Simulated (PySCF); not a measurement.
Unrelated species, one level of theory. Method: PySCF, TDDFT CAM-B3LYP/def2-SVPD, vertical, gas phase, core orbitals frozen in the response. Geometries: PBE0-D3(BJ)/def2-SVP; one conformer of each isolated species. Triplets are in the Tamm–Dancoff approximation. 'Strongest' means the level of largest summed f among the lowest 10 singlets; it needn't be the same kind of state in each. Relativistic effects are left out although some hold elements past zinc.

**Question.** Rank by computed lowest singlet excitation energy, highest first.
A. `C(=C/C(=O)O)/Cl` (C3H3ClO2)
B. `CCC[AsH2+][GaH3-]` (C3H12AsGa)
C. `CC[CH2][GaH2-][AsH3+]` (C3H12AsGa)
D. `PPP` (P3H5)

**Answer.** B (6.68 eV), C (6.01 eV), D (5.24 eV), A (5.07 eV).

```tsv
SMILES	S1 (eV)	f (strongest)	LUMO (eV)	f (S1)	T1 (eV)	S1 mainly
CCC[AsH2+][GaH3-]	6.68	0.27	0.48	0.001	6.09	H-1/H→L (≥66%)
CC[CH2][GaH2-][AsH3+]	6.01	0.13	0.43	0.005	5.77	H→L (72%)
PPP	5.24	0.14	0.54	0.055	4.26	H→L (97%)
O=C(O)/C=C\Cl	5.07	0.40	-0.79	0.000	3.59	H-1→L (92%)
```

H and L stand for HOMO and LUMO. A slash joins orbitals within 0.01 eV of each other, whose weights are summed (≥ marks a lower bound).

- `CCC[AsH2+][GaH3-]`: Löwdin shares by element: HOMO (one of a set within 0.03 eV) hydrogen 52% or more, gallium 40%; LUMO arsenic 27%, hydrogen 23% or more, gallium 13% (atoms not listed hold the other 37%).
- `CC[CH2][GaH2-][AsH3+]`: Löwdin shares by element: HOMO carbon 46% or more, gallium 23%, hydrogen 7% or more (atoms not listed hold the other 25%); LUMO arsenic 30%, hydrogen 27% or more, gallium 18% (atoms not listed hold the other 25%).
- `PPP`: Löwdin shares by element: HOMO phosphorus 89%; LUMO phosphorus 74%, hydrogen 7% or more (atoms not listed hold the other 18%).
- `O=C(O)/C=C\Cl`: Löwdin shares by element: HOMO carbon 52% or more, chlorine 32%, oxygen 9% or more; LUMO carbon 65%, oxygen 15% or more (atoms not listed hold the other 20%).
